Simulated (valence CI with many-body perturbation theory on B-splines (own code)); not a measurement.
# Yb19+: key properties

Level of theory: configuration interaction combined with many-body perturbation theory (CI+MBPT): five valence electrons over a frozen Dirac-Fock core [Kr] 4d10, radial functions for each j: 7 s, 7 p, 7 d, 7 f, 4 g, 2 h, with the one-electron correlation potential Σ1 (screened to all orders), the two-electron term Σ2, the three-electron term Σ3, Breit, model QED; selected single and double excitations, second order for the rest (own B-spline code, finite nucleus).

No measured levels were compared; by estimate terms of the open shell hold to a few per cent of their energy, and close levels can change places. Core correlation moves these levels by up to 2600 cm⁻¹, and in measured spectra 5 to 20 % of such shifts remained as error; rates that hang on mixing are uncertain with them. Among the levels kept, up to 880 cm⁻¹ of a level comes from second order outside the variational space, and about a tenth of that is noise between levels of different J, which matters for small intervals. Only levels of the ground parity were solved; by the run's estimate the other parity begins above the list, which can be wrong where configurations are misplaced.

Rates and lifetimes use the calculated energies. Strong lines usually hold to 10 to 20 %, long lifetimes can be off by a factor of two.

Question: What is the ground level?

Answer: 4f⁵ ⁶H°_5/2, composition 84 % 4f⁵ ⁶H° + 14 % 4f⁵ ⁴G°, g = 0.338.

Question: How is the term ⁶H° of the ground level split?

Answer: J = 5/2 at 0.0, J = 7/2 at 5216, J = 9/2 at 10506, J = 11/2 at 15592, J = 13/2 at 20345, J = 15/2 at 24569 cm⁻¹.

Question: What is the ionisation energy?

Answer: 487.76 eV; NIST lists 505 ± 25 eV (theoretical).

Question: Name the longest-lived excited levels whose lifetime is computed, and their main decay.

Answer: 4f⁵ ⁶F°_1/2 at 16819 cm⁻¹ lives 443 s, mostly by E2 to 4f⁵ ⁶H°_5/2.

Question: How well does LS coupling describe the low levels?

Answer: Among the lowest 20 levels the leading LS term, summed over configurations, holds 75 % on average. For single configurations the figures are 75 % in LS and 49 % in jj coupling. Terms mix most in the J = 5/2 level at 36072 cm⁻¹, where the leading one holds 34 %.
